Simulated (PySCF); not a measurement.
**Core binding energy against partial charge**

4-chlorobenzonitrile, C7H4ClN.
Cartesian coordinates in Å at the PBE0-D3(BJ)/def2-SVP level; atoms count from 1:
```xyz
13
C7H4ClN angstrom
N      3.3197   -0.7521   -0.3399
C      2.1898   -0.5297   -0.2049
C      0.7954   -0.2542   -0.0378
C      0.3373    1.0718   -0.0495
C     -1.0147    1.3440    0.1122
C     -1.9105    0.2878    0.2858
Cl    -3.5906    0.6275    0.4870
C     -1.4691   -1.0363    0.2995
C     -0.1166   -1.3058    0.1376
H      1.0480    1.8887   -0.1862
H     -1.3825    2.3709    0.1047
H     -2.1877   -1.8453    0.4368
H      0.2410   -2.3369    0.1465
```

Binding energies: delta-SCF UKS SCAN, pcX-2 on the ionised atom, pcseg-1 elsewhere, spin-free X2C in PySCF 2.14.0. Charges: PBE0/pcSseg-1 ground-state density, for the ionised atom.

```
atom                  environment  C 1s (eV)  Mulliken (e)  IAO (e)  Hirshfeld (e)  ESP (e)
  C5           aromatic CH carbon     291.20        +0.050   -0.153         -0.048   +0.012
  C4           aromatic CH carbon     291.28        +0.027   -0.118         -0.023   -0.261
  C3  substituted aromatic carbon     291.90        -0.242   -0.050         +0.008   +0.109
  C2               nitrile carbon     292.12        +0.151   +0.134         +0.075   +0.308
  C6         aromatic C–Cl carbon     292.44        -0.225   +0.003         +0.028   -0.093
```

**Question.** How well does each charge scheme correlate with the binding energies over these sites?

**Answer.** Hirshfeld: r = 0.82, slope 9.3 eV per e; IAO: r = 0.78, slope 3.7 eV per e; ESP: r = 0.39, slope 1.0 eV per e; Mulliken: r = -0.45, slope -1.4 eV per e. Hirshfeld charges have the highest r, on only 5 points.

**Question.** The point-charge model writes a binding energy as kq + V + constant, with V the potential of the other atoms' charges at the site. What does it give with the IAO charges?

**Answer.** V = Σ 14.40 eV Å × q/r over all other atoms: +1.62 eV at C5, +1.07 eV at C4, -0.41 eV at C3, -3.00 eV at C2, -1.28 eV at C6. Fitting binding energy − V to q gives k = 20.0 eV per e and leaves an rms residual of 0.47 eV, against 0.30 eV for the fit on q alone. The model has no term for differences in relaxation between sites.

The unrestricted hole states depart most from a pure doublet (⟨S²⟩ = 0.75; over 0.85 named) for C 1s of C2 (0.85) and C 1s of C6 (0.86), which makes these values less certain. Geometry: PBE0-D3(BJ)/def2-SVP; no solvent, vibrations or thermal averaging.
